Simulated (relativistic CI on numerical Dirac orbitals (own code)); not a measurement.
## Crystal-field levels of Ni4+, 3d6

Calculated by Dirac-Coulomb-Breit CI, KLI orbitals optimised for each configuration, model QED, valence Slater integrals scaled by 0.75, one configuration in a parametric crystal field (own radial code).

Field parameters in Wybourne normalisation: D3d B²₀ = −7Dσ, B⁴₀ = −14Dq − 21Dτ, B⁴₃ = −14√(10/7) Dq. The field is a parameter set, without covalency.

S and J are read from ⟨S²⟩ = S(S + 1) and ⟨J²⟩ = J(J + 1) of each level; they are not fictitious spins.

D3d, 10Dq = 13700, Dσ = -1200, Dτ = 50 cm⁻¹, the lowest 10 levels:

```csv
E (cm⁻¹),Degeneracy,Irrep,S,J
0.0,2,E,2.00,3.75
251,1,A1,2.00,3.49
300,1,A2,2.00,3.40
539,2,E,2.00,3.11
795,2,E,1.99,2.73
1046,1,A1,1.99,2.26
1053,1,A2,1.99,2.25
4000,1,A1,1.99,3.04
4019,2,E,1.99,3.03
4061,2,E,1.99,2.99
```

D3d, 10Dq = 13700, Dσ = -980, Dτ = 50 cm⁻¹, the lowest 16 levels:

| E (cm⁻¹) | Degeneracy | Irrep | S | J |
| --- | --- | --- | --- | --- |
| 0.0 | 2 | E | 2.00 | 3.74 |
| 232 | 1 | A1 | 2.00 | 3.51 |
| 295 | 1 | A2 | 2.00 | 3.39 |
| 516 | 2 | E | 2.00 | 3.14 |
| 763 | 2 | E | 1.99 | 2.77 |
| 1011 | 1 | A1 | 1.99 | 2.30 |
| 1018 | 1 | A2 | 1.99 | 2.29 |
| 3278 | 1 | A1 | 1.99 | 3.00 |
| 3295 | 2 | E | 1.99 | 2.99 |
| 3333 | 2 | E | 1.99 | 2.97 |
| 9024 | 1 | A1 | 0.31 | 4.52 |
| 11476 | 2 | E | 1.01 | 4.22 |
| 11699 | 2 | E | 1.01 | 4.19 |
| 12018 | 1 | A1 | 0.99 | 4.25 |
| 12184 | 1 | A2 | 1.01 | 3.98 |
| 12854 | 2 | E | 1.01 | 4.15 |

D3d, 10Dq = 13700, Dσ = -760, Dτ = 50 cm⁻¹, the lowest 10 levels:

```
E (cm⁻¹)  Degeneracy  Irrep     S     J
     0.0           2      E  2.00  3.73
     208           1     A1  2.00  3.54
     291           1     A2  2.00  3.38
     489           2      E  2.00  3.17
     726           2      E  1.99  2.83
     975           1     A1  1.99  2.35
     983           1     A2  1.99  2.33
    2576           1     A1  1.99  2.94
    2590           2      E  1.99  2.93
    2621           2      E  1.99  2.93
```

The free-ion ground term has S = 2. Every field shown keeps that spin.

Levels of this model without a field, named by their leading LS term (the scale mimics covalency, so terms lie below those of the real free ion): 5D_4 0, 5D_3 877, 5D_2 1465, 5D_1 1839, 5D_0 2021, 3H_6 21919, 3H_5 22387, 3H_4 22690 cm⁻¹.
